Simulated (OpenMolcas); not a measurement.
Os4+ (d4) among equal point charges was computed by CASSCF with the d shell active (OpenMolcas, ANO-RCC-VDZP on the metal). Its lowest spin-free states, and all those of the highest spin:

```
2S+1  Degeneracy  E (cm-1)
   5           1       0.0
   5           2      3785
   5           2      8470
   3           2     18951
   3           2     19224
   3           2     20836
   3           1     21036
   3           2     21882
   3           2     22173
   3           2     22816
   3           2     23162
   3           1     23533
```

**Question.** Is the site octahedral, tetrahedral or cube-like, axial, or of lower symmetry?

**Answer.** The states with 2S+1 = 5 have orbital degeneracies 1, 2, 2. There are pairs but no triples, so the site is axial: not cubic, but with a proper or improper axis of order three or more. The run had Os4+ among 2 point charges of -0.5 e arranged as a linear pair (D∞h), 1.82 Å from the ion.

Spin-orbit coupling mixes the spin-free states strongly: the lowest level takes only 32 % from its leading state, 5Σ. Without dynamic correlation the repulsion within the d shell is too large (B by tens of per cent), so at a given field states of lower spin stand too high. Point charges give a weaker field than real ligands, and real ions of this kind are as a rule low spin; the high spin found here belongs to the model. This is an electrostatic model: the charges have no orbitals. No measured value stands beside these numbers.
